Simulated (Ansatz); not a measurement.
Coupled-cluster diagnostics for Re3 (the lowest doublet isomer of a short search), Ansatz.

Geometry of the doublet (PBE-D4/def2-TZVP):

Cartesian coordinates in Å:
```
Re 0.897 0.930 -0.066
Re -1.072 0.182 -0.701
Re 0.175 -1.112 0.766
```

In the def2 sets Re takes a core potential; there is no spin–orbit coupling. Correlated methods freeze no core orbitals; core or outer-core shells of Re are correlated, in sets that lack core-valence functions. In CCSD on the charge 0 doublet the largest single amplitude is 0.50, so its Hartree–Fock determinant may place the open shell otherwise than the density functionals do. The geometry of the doublet was relaxed on an unsound state (⟨S²⟩ 1.58, where a pure state has 0.75). The structure comes from a short search, and lower isomers may exist.

Geometry of the charge 0 quartet (PBE-D4/def2-TZVP):

```xyz
3

Re   -0.728    0.570    0.922
Re   -0.299   -1.220   -0.353
Re    1.027    0.650   -0.569
```

**Question.** Estimate the CCSD(T) correlation energy, the shares of MP2 and (T), T1 and the reference's ⟨S²⟩ for: charge 0, doublet, own geometry in def2-TZVP; charge 0, quartet, own geometry in def2-TZVP; and the rough time on 4 threads of Arm Neoverse V2 on a shared host.

**Answer.** 
| state | basis | correlation (eV) | MP2 share (%) | (T) share (%) | T1 | ⟨S²⟩ (pure) | wall time | remarks |
| --- | --- | --- | --- | --- | --- | --- | --- | --- |
| charge 0, doublet, own geometry | def2-TZVP | -31.517 | 96.5 | 6.7 | 0.109 | 5.97 (0.75) | 57 s | large T1 (0.109), spin-contaminated (⟨S²⟩ 5.97) |
| charge 0, quartet, own geometry | def2-TZVP | -32.002 | 96.4 | 7.0 | 0.112 | 7.76 (3.75) | 63 s | large T1 (0.112), spin-contaminated (⟨S²⟩ 7.76) |
Customary marks for T1 are 0.02 (closed shells), 0.045 (open shells) and about 0.05 (3d metals). T1 exceeds 0.02 in 2 of 2 rows and 0.045 in 2; the higher it lies, the less the single-reference result can be trusted.
